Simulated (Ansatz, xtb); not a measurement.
Stretching the C1–Al2 bond in CH5Al (SMILES [CH3][AlH2]) (multiplicity 1 held, fragments rigid). Energies count from the point at 1.955 Å.
Geometry at that point (charge 0, multiplicity 1):
```xyz
7

C     -1.235    -0.095    -0.001
Al     0.714     0.049    -0.003
H     -1.680     0.544    -0.770
H     -1.592    -1.114    -0.156
H     -1.639     0.256     0.956
H      1.399     1.478     0.030
H      1.636    -1.239    -0.022
```

R- and RO- levels are restricted; in cc, def2 and unpolarised 6-31G sets they are followed outwards from rest. Active spaces are followed from a long bond inwards. Left out are points that failed, MP2 points in a non-variational dive below the minimum, coupled-cluster points behind a sign of a changed root (a jump of the amplitudes, or a one-step jump against full CI or MRCI), small-basis points behind a change of solution, and semi-empirical points at long bonds. Curves can end on different states.

Cores are frozen in the correlated methods.

Run with Ansatz (Gaussian orbitals); xtb for the GFN methods. Each number belongs to the level named beside it. The GFN methods have no spin term and hold the electronic entropy of 300 K.

Energies in kcal/mol.

```tsv
R (Å)	GFN2-xTB	R-PBE/cc-pV(T+d)Z	R-wB97X-V/cc-pV(T+d)Z	FIC-MRCISD on CASSCF(2,2)/cc-pV(T+d)Z	FIC-MRCISD+Q on CASSCF(2,2)/cc-pV(T+d)Z
1.564	66.1	47.7	47.9	49.5	49.4
1.759	12.4	9.0	8.7	9.3	9.3
1.955	0.0	0.0	0.0	0.0	0.0
2.150	3.2	4.4	5.3	4.8	4.8
2.346	12.5	14.4	16.5	15.4	15.5
2.639	30.0	32.3	37.0	34.5	34.7
2.932	48.0	49.4	57.2	52.1	52.6
3.421	73.8	72.4	86.1	73.5	74.4
3.910	91.6	88.4	108.5	84.5	(withheld)
4.496	103.3	100.5	128.4	89.3	90.7
5.278	left out	109.0	146.5	90.7	(withheld)
6.256	left out	113.4	160.1	91.0	(withheld)
```

Problem. Complete the blanks.

Solution. 
- 3.910, FIC-MRCISD+Q on CASSCF(2,2)/cc-pV(T+d)Z: 85.7
- 6.256, FIC-MRCISD+Q on CASSCF(2,2)/cc-pV(T+d)Z: 92.5
- 5.278, FIC-MRCISD+Q on CASSCF(2,2)/cc-pV(T+d)Z: 92.2

Doubts at one or more of the structures used: a restricted determinant that unrestricted orbitals would lower (R-PBE/cc-pV(T+d)Z, R-wB97X-V/cc-pV(T+d)Z).

Ansatz is a first-principles code.
